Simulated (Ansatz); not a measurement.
Reading a saddle point

A first-order saddle point of BNH6O2, singlet, PBE0-D4/def2-TZVP, with one imaginary mode of 1525i cm⁻¹:

```xyz
10
angstrom
B -0.3353 0.0434 -0.1309
N 1.2244 -0.1073 0.0026
O -0.7636 -0.4455 -1.3545
O -0.9388 1.1994 0.3750
H 0.5007 -0.8678 0.7619
H -0.5325 -1.0131 0.9201
H 1.6864 -0.5043 -0.8040
H 1.7298 0.6769 0.3893
H -1.6992 -0.2786 -1.4844
H -0.8719 1.2971 1.3248
```

Computed with Ansatz 0.2.0 (basis: def2-TZVPP and def2-QZVPP); correlated methods freeze the cores. Extrapolation: Hartree–Fock as exp(−7.88 √X), correlation as X^−2.97.

(1) Which contacts change along the imaginary mode, and what lies on either side? (Judge from chemistry; the calculation decides.)

(2) Which side is lower, and how far does the saddle lie above each? (An estimate is asked for; the value comes from the calculation.)

The T1 diagnostic stays at or below 0.012.

Results:

(1) Computed: The step is BNH₄O₂ ([NH2][B]([OH])[OH]) + H₂ → BH₃O₂ ([OH][BH][OH]) + NH₃ (still joined by a long B–N bond), with the molecules in contact on both sides. Shortening one way: B1–H6, N2–H5; lengthening the same way: B1–N2, H5–H6.
```tsv
pair	one side (Å)	saddle (Å)	other side (Å)
B1–H6	3.92	1.50	1.22
N2–H5	3.13	1.30	1.01
B1–N2	1.41	1.57	1.71
H5–H6	0.75	1.06	2.55
```

(2) Computed: The side with B1–N2, H5–H6 short is lower by 0.578 eV; the saddle lies 2.324 eV above it and 1.746 eV above the other (CCSD(T) at an estimated basis limit (MP2 extrapolated from triple and quadruple zeta, plus CCSD(T) − MP2 in triple zeta); electronic energies).

Labels in which every atom is bracketed show which atoms are joined, not bond orders.

For scale, one of the runs: CCSD(T)/def2-TZVPP, 208 basis functions, launched by `ansatz run in.yaml --threads 4 --pin off --events-out ev --progress --plain --max-ram 9574MiB`. Time: 39 s of wall clock on 4 CPU threads of an Arm Neoverse V2; the host was shared. Peak host memory: 3.1 GiB.
